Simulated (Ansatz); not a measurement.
The cluster B₆Os⁻, 7 atoms. Hardware: 4 threads of Intel Xeon on a shared host.

In the def2 sets Os takes a core potential; there is no spin–orbit coupling. Correlated methods freeze 6 core orbitals; core or outer-core shells of Os are correlated, in sets that lack core-valence functions.

(1) How many basis functions does each of these Ansatz runs have, and roughly what does it cost? MP2/def2-TZVPD, charge -1 doublet, energy, from earlier orbitals; PBE-D4/def2-SVP, charge -1 doublet, energy with a search over starts; PBE-D4/def2-TZVPD, charge -1 doublet, energy and forces, from earlier orbitals; CCSD(T)/def2-SVPD, charge -1 doublet, energy, from earlier orbitals; r2SCAN-D4/def2-TZVPD, charge -1 doublet, energy, from earlier orbitals; PBE-QIDH/def2-TZVPD, charge -1 doublet, energy, from earlier orbitals; CAM-B3LYP-D4/def2-TZVPD, charge -1 doublet, energy, from earlier orbitals; PBE-D4/def2-SVPD, charge -1 doublet, relaxation, 10 steps; PBE0-D4/def2-TZVPD, charge -1 doublet, energy, from earlier orbitals.

## Answers

(1) Other jobs shared the machine, so times can vary by a factor of up to 3. A dash marks memory too small to be measured apart from the calling script's.

| run | functions | fitting or Cholesky vectors | wall time | peak host memory (GiB) |
| --- | --- | --- | --- | --- |
| PBE-D4/def2-TZVPD, charge -1 doublet, energy and forces, from earlier orbitals | 265 | 1363 | 24 s | 0.94 |
| PBE-D4/def2-SVP, charge -1 doublet, energy with a search over starts | 116 | 1221 | 25 s | – |
| PBE0-D4/def2-TZVPD, charge -1 doublet, energy, from earlier orbitals | 265 | 1413 | 51 s | 1.4 |
| MP2/def2-TZVPD, charge -1 doublet, energy, from earlier orbitals | 265 | 1740 | 62 s | 1.1 |
| CAM-B3LYP-D4/def2-TZVPD, charge -1 doublet, energy, from earlier orbitals | 265 | 1384 | 73 s | 1.6 |
| r2SCAN-D4/def2-TZVPD, charge -1 doublet, energy, from earlier orbitals | 265 | 1363 | 74 s | 1 |
| PBE-D4/def2-SVPD, charge -1 doublet, relaxation, 10 steps | 155 | 1266 | 94 s | – |
| PBE-QIDH/def2-TZVPD, charge -1 doublet, energy, from earlier orbitals | 265 | 1740 | 2.2 min | 1.3 |
| CCSD(T)/def2-SVPD, charge -1 doublet, energy, from earlier orbitals | 155 | 1513 | 4.9 min | 3.9 |
